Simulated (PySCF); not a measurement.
CdI, charge +1. Atoms are numbered in the order given.

```xyz
2

Cd     0.0000     0.0000    -1.3404
I      0.0000     0.0000     1.2139
```
Charge +1, spin multiplicity 1.

Geometry: r2SCAN-D4/def2-TZVP. The spin state was assumed, not searched. The def2 effective core potentials stand for the cores of Cd, I; spin–orbit coupling is left out.

The numbers are results of PBE/def2-TZVPD run with PySCF, not measurements.

```
Property                                                           Value
------------------------------------------------  ----------------------
total energy                                          -465.19890 hartree
point group                                                          C∞v
highest occupied level                                         -11.90 eV
lowest empty level                                             -10.92 eV
orbital gap                                                      0.98 eV
dipole moment about the centre of nuclear charge                  5.16 D
mean static polarisability                          57.9 bohr³ (8.58 Å³)
polarisability, principal values                  44.0, 44.0, 85.8 bohr³
```
